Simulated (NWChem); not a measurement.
# C₂H₅BF₂O; SMILES OB(CF)CF

```xyz
11

O     -0.0444     1.3542    -0.2436
B     -0.0322     0.0330    -0.0105
C     -1.3712    -0.8021    -0.0688
F     -2.4753    -0.0435    -0.3668
C      1.3676    -0.6485     0.3163
F      2.3557     0.3293     0.3246
H      0.8542     1.7098    -0.1702
H     -1.5362    -1.3177     0.8986
H     -1.2739    -1.6120    -0.8193
H      1.6367    -1.4139    -0.4346
H      1.3665    -1.1570     1.2976
```
Atoms are numbered in this order, from 1.

Computed with NWChem. Coordinates come from a PBE0/def2-SVP optimisation. Atomic charges in e: unrestrained fits to the electrostatic potential beside Mulliken populations; buried atoms are poorly determined by the fit.

Task: What does the run give for B3LYP/def2-SVP? Quantities: ESP O1; Mulliken O1; ESP B2; Mulliken B2; ESP C3; Mulliken C3; ESP F4; Mulliken F4; ESP C5; Mulliken C5; relative RMS misfit of the potential (%).

Result: 
| Item | Result |
|---|---|
| ESP O1 | -0.54 |
| Mulliken O1 | -0.06 |
| ESP B2 | 0.30 |
| Mulliken B2 | -0.22 |
| ESP C3 | 0.27 |
| Mulliken C3 | 0.31 |
| ESP F4 | -0.27 |
| Mulliken F4 | -0.27 |
| ESP C5 | 0.16 |
| Mulliken C5 | 0.24 |
| relative RMS misfit of the potential (%) | 19 |
